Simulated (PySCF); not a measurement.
A calculated (revPBE, PySCF 2.14, aug-cc-pwCVTZ-DK3 with one added diffuse shell each of s, p, d, f type, the spin-free X2C one-electron Hamiltonian (Gaussian nucleus)) atom or ion has these occupied shells.

| shell | electrons | orbital energy (eV) | rms radius, mean of both spins (bohr) |
| --- | --- | --- | --- |
| 1s α | 1 | -30248.3 | 0.0326 |
| 1s β | 1 | -30248.2 | 0.0326 |
| 2s α | 1 | -4605.6 | 0.133 |
| 2s β | 1 | -4605.5 | 0.133 |
| 2p α | 3 | -4137.8 | 0.118 |
| 2p β | 3 | -4137.8 | 0.118 |
| 3s α | 1 | -904.18 | 0.353 |
| 3s β | 1 | -904.10 | 0.353 |
| 3p α | 3 | -751.29 | 0.354 |
| 3p β | 3 | -751.21 | 0.354 |
| 3d α | 5 | -516.73 | 0.333 |
| 3d β | 5 | -516.66 | 0.333 |
| 4s α | 1 | -149.92 | 0.841 |
| 4s β | 1 | -149.75 | 0.841 |
| 4p α | 3 | -103.06 | 0.910 |
| 4p β | 3 | -102.87 | 0.910 |
| 4d α | 5 | -34.826 | 1.12 |
| 4d β | 5 | -34.396 | 1.12 |
| 5s α | 1 | -14.355 | 2.34 |
| 5p α | 3 | -6.094 | 3.05 |
| 5p β | 1 | -4.369 | 3.05 |

(1) Name the element and its charge.

Results:

(1) Sb (antimony, neutral), in [Kr] 4d10 5s1 5p4, high-spin 4P determinant (an excited configuration).
